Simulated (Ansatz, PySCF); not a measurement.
This PySCF input computes a r2SCAN/def2-TZVPD energy:

```python
from pyscf import gto, scf, dft

mol = gto.M(
    atom='''
    C    -0.00000000   -0.00000000   -1.56301822
    Br    0.00000000    0.00000000    0.26794598
    ''',
    basis='def2-tzvpd',
    charge=0,
    spin=1,
    symmetry='C2v',
    verbose=4,
)

mf = dft.UKS(mol, xc='r2scan').density_fit(auxbasis='def2-universal-jkfit')
mf.grids.level = 4
mf.conv_tol = 1e-9
mf.max_cycle = 100
mf.max_memory = 1500
mf.kernel()
if not mf.converged:
    mf = mf.newton()
    mf.kernel(mf.make_rdm1())
mf.analyze()
```

Q: Write an input for the same energy in Ansatz (a program for electronic structure) and say what it gives.

A: 
Ansatz 0.2 input:
```yaml
crystal:
  periodic: [false, false, false]
  atoms:
    - {symbol: C, position_ang: [-0.00000000, -0.00000000, -1.56301822]}
    - {symbol: Br, position_ang: [0.00000000, 0.00000000, 0.26794598]}
basis:
  gaussian:
    orbitals: def2-TZVPD
hamiltonian:
  xc: {name: r2SCAN}
magnetization: {spin_polarized: true, initial_magnetization: 1}
output: {forces: true}
```
It gives -2612.06481 Eh, and PySCF -2612.06486 Eh, a difference of 0.05 mEh, from the treatment of integrals and grids.
